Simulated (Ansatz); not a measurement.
One change: `[CH3][GeH]([CH3])[Br]` becomes `[CH3][GeH2][CH3]`.

Ansatz, PBE0-D4/def2-TZVP geometries, multiplicity 1. 

Scalar relativity is left out up to krypton.

```
                                      property  `[CH3][GeH]([CH3])[Br]`
          HOMO–LUMO gap (PBE0/def2-TZVPP) / eV                     8.01
       HOMO–LUMO gap (ωB97M-V/def2-TZVPP) / eV                    12.11
            HOMO energy (PBE0/def2-TZVPP) / eV                    -7.88
size of the dipole moment (PBE/def2-TZVPP) / D                     2.67
         HOMO–LUMO gap (B3LYP/def2-TZVPP) / eV                     7.47
         LUMO energy (ωB97M-V/def2-TZVPP) / eV                     2.03
```

(1) What does the change do to each property? (Best estimate.)

Results:

(1) Ansatz gave: 
| property | `[CH3][GeH2][CH3]` | shift |
| --- | --- | --- |
| HOMO–LUMO gap (PBE0/def2-TZVPP) / eV | 9.64 | 1.63 |
| HOMO–LUMO gap (ωB97M-V/def2-TZVPP) / eV | 13.29 | 1.18 |
| HOMO energy (PBE0/def2-TZVPP) / eV | -8.53 | -0.65 |
| size of the dipole moment (PBE/def2-TZVPP) / D | 0.72 | -1.95 |
| HOMO–LUMO gap (B3LYP/def2-TZVPP) / eV | 9.09 | 1.62 |
| LUMO energy (ωB97M-V/def2-TZVPP) / eV | 2.55 | 0.52 |

With PBE0 the HOMO falls by 0.65 eV and the LUMO rises by 0.99 eV, so the gap widens by about 1.64 eV. PBE moves the HOMO by -0.66 eV and ωB97M-V by -0.66 eV. Dipoles are sizes alone; their direction can turn.

B3LYP here is the variant with VWN-RPA as its local correlation; programs differ in this.
